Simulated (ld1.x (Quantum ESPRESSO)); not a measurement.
# Reading a pseudo-wave (lanthanum (La))

Columns: radius, all-electron u(r) and pseudo u(r) of the 4f shell (level -17.01 eV) of lanthanum in the configuration [Kr] 4d10 4f0 5s2 5p6 5d1 6s0 6p0; PBEsol, scalar-relativistic, RRKJ scheme, ld1.x (Quantum ESPRESSO) 7.5.

```tsv
r (bohr)	all-electron	pseudo
0.211	0.2340	0.0129
0.422	0.6912	0.1620
0.633	0.9037	0.5464
0.844	0.9124	0.9656
1.055	0.8329	1.1033
1.266	0.7289	0.9265
1.477	0.6253	0.6804
1.688	0.5303	0.5329
1.899	0.4467	0.4467
2.110	0.3746	0.3746
2.321	0.3132	0.3132
2.532	0.2613	0.2613
2.743	0.2176	0.2176
2.954	0.1810	0.1810
3.165	0.1505	0.1505
3.376	0.1250	0.1250
3.587	0.1039	0.1039
3.798	0.0862	0.0862
4.009	0.0716	0.0716
4.220	0.0594	0.0594
4.431	0.0492	0.0492
4.642	0.0408	0.0408
4.853	0.0337	0.0337
5.064	0.0279	0.0279
5.275	0.0231	0.0231
5.486	0.0190	0.0190
```

Question: How many radial nodes do the two functions have?

Answer: The all-electron 4f function has n − l − 1 = 0; the pseudo-wave has 0.

Question: At about which radius was the pseudo-wave matched?

Answer: 1.85 bohr, where the columns begin to agree (steps of 0.21 bohr).

Question: Where does each function peak?

Answer: Outermost all-electron maximum near 0.84 bohr, pseudo maximum near 1.05 bohr (to the table’s step).

Question: Is the pseudo-wave norm-conserving?

Answer: Yes: the RRKJ scheme keeps the norm inside the radius equal to the all-electron one, which fixes the energy derivative of the logarithmic derivative at the level.
